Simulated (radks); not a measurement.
Q: Species: P2+. Configuration: [Ne] 3s2 7d1 (not the ground configuration). Calculated with a radial shooting solver on a logarithmic mesh with Libxc functionals: scalar-relativistic Kohn-Sham, PBE, spin-unpolarised, spherical densities, point nucleus. Some entries of the table are withheld. Estimate them.

orbital,occ.,eigenvalue (Ry),<r^2> (bohr^2)
1s,2,-155.9725,(1)
2s,2,-15.47171,(2)
2p,6,-11.84300,(3)
3s,2,-3.21990,3.195
7d,1,(4),(5)

A: 
(1) 1s <r^2> (bohr^2): 0.01444
(2) 2s <r^2> (bohr^2): 0.3202
(3) 2p <r^2> (bohr^2): 0.2925
(4) 7d eigenvalue (Ry): -0.18845
(5) 7d <r^2> (bohr^2): 467.5
